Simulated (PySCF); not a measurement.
# Fractional electron number in Co⁺ (cobalt, charge +1)

The 3d beta orbital of [Ar] 3d8 is emptied in steps (occupation f), with all orbitals relaxed, ending at [Ar] 3d7. Computed with PySCF 2.14 in jorge-DZP-DKH (8s6p2d1f, 43 functions), with scalar relativity by spin-free X2C-1e. The exact energy is a straight line in f; departures are measured from the line between the end points of the same method.

```csv
f,LDA (eV),PBE (eV)
1,0.000,0.000
0.9,-0.705,-0.684
0.7,-1.654,-1.601
0.5,-1.978,-1.912
0.3,-1.670,-1.611
0.1,-0.719,-0.692
0,0.000,0.000
```

```json
{"method": "LDA", "E(f=0) − E(f=1) (eV)": "17.998", "−ε at f=1 (eV)": "10.177", "−ε at f=0.5 (eV)": "17.951"}
{"method": "PBE", "E(f=0) − E(f=1) (eV)": "17.536", "−ε at f=1 (eV)": "9.952", "−ε at f=0.5 (eV)": "17.506"}
```

Orbital energy along the path (eV):

```tsv
f	LDA	PBE
1	-10.177	-9.952
0.9	-11.710	-11.447
0.7	-14.808	-14.460
0.5	-17.951	-17.506
0.3	-21.138	-20.581
0.1	-24.371	-23.682
0	-26.005	-25.239
```

Reference removal energy between the ground levels: 17.084 eV (measured; NIST Atomic Spectra Database, ionization energies). The calculation has no spin-orbit coupling. The determinant left behind need not be the lowest term of the ion.
